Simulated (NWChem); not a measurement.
A series in which one site is exchanged, each optimised at PBE0/def2-SVP with NWChem, gas phase unless a solvent is named. This build's default masses of Se (78.918 u) and Br (79.917 u) are each other's, which moves their modes by up to 0.6 %.

A: FBF (BHF2; site = F)
B: BF (BH2F; site = H)
C: FBBr (BHBrF; site = Br)

Q: Rank them by vertical ionisation energy, ΔSCF, CAM-B3LYP/def2-SVP (eV), lowest first.

A: C (11.46), B (12.48), A (14.10)
